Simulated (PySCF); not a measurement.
## Broadened absorption spectrum of C4H5NSSi

C₄H₅NSSi.
SMILES: `C#CC(=C=S)[SiH2]N`

The calculation used PySCF, TDDFT CAM-B3LYP/def2-SVPD, vertical, gas phase, core orbitals frozen in the response. One conformer (not necessarily the lowest) at the GFN2-xTB geometry, without solvent, vibrations or thermal averaging. Torsions of this conformer, `[CH:1]#[C:2][C:3](=[C:4]=[S:5])[SiH2:6][NH2:7]`: C2–C3–Si6–N7 152°, H–N7–Si6–C3 35°, H–N7–Si6–C3 180°.

Broadening: Gaussians 0.3 eV wide at half height, area fixed by f = 4.319×10⁻⁹ ∫ε dν̃. The width is an assumption, not a result. The curve ends short of the highest state used, and states not computed would add to its high-energy end.

| E (eV) | ε (L mol⁻¹ cm⁻¹) |
| --- | --- |
| 1.97 | 0 |
| 2.07 | 1 |
| 2.17 | 3 |
| 2.27 | 11 |
| 2.37 | 21 |
| 2.47 | 21 |
| 2.57 | 11 |
| 2.67 | 3 |
| 2.77 | 1 |
| 2.88 | 0 |
| 2.98 | 0 |
| 3.08 | 0 |
| 3.18 | 0 |
| 3.28 | 0 |
| 3.38 | 0 |
| 3.48 | 0 |
| 3.58 | 0 |
| 3.68 | 0 |
| 3.78 | 0 |
| 3.88 | 0 |
| 3.98 | 0 |
| 4.08 | 0 |
| 4.18 | 10 |
| 4.29 | 147 |
| 4.39 | 859 |
| 4.49 | 2719 |
| 4.59 | 4650 |
| 4.69 | 4341 |
| 4.79 | 2533 |
| 4.89 | 2214 |
| 4.99 | 3833 |
| 5.09 | 5278 |
| 5.19 | 6737 |
| 5.29 | 10251 |
| 5.39 | 12158 |
| 5.49 | 8526 |

Question: Locate the maxima and give the states behind the curve.

Answer: 513 nm (2.42 eV), ε about 22, made up of S1 (100%); 268 nm (4.63 eV), ε about 4900, made up of S2 (100%); 231 nm (5.38 eV), ε about 12000, made up of S4 (93%) (ε in L mol⁻¹ cm⁻¹; maxima over ε = 5, shares over 10%). The states used: S1 2.42 eV (f 0.0003); S2 4.63 eV (f 0.054); S3 5.07 eV (f 0.049); S4 5.38 eV (f 0.126); S5 5.43 eV (f 0.0074); S6 5.56 eV (f 0.0003); S7 5.73 eV (f 0.0073); S8 6.09 eV (f 0.028).

Question: On this curve, what absorbance would a 10⁻⁴ mol/L sample give at 248 nm over a 1 cm path?

Answer: 248 nm is 4.999 eV, where ε is about 4000 L mol⁻¹ cm⁻¹, so A = ε c l ≈ 0.4 (Beer–Lambert, with the gas-phase spectrum and the assumed width).

Question: Coming from long wavelengths, where does ε first pass 100 L mol⁻¹ cm⁻¹?

Answer: At about 290 nm (4.27 eV), 1.85 eV above S1.

Question: Does any computed singlet lie in the visible range?

Answer: S1 lies in the visible range (380 to 750 nm), at 513 nm, dark in the vertical dipole picture (f under 0.0005); light of that wavelength is green, and its complementary colour is purple; a Tamm–Dancoff triplet lies at 580 nm, without intensity as long as spin–orbit coupling is left out.
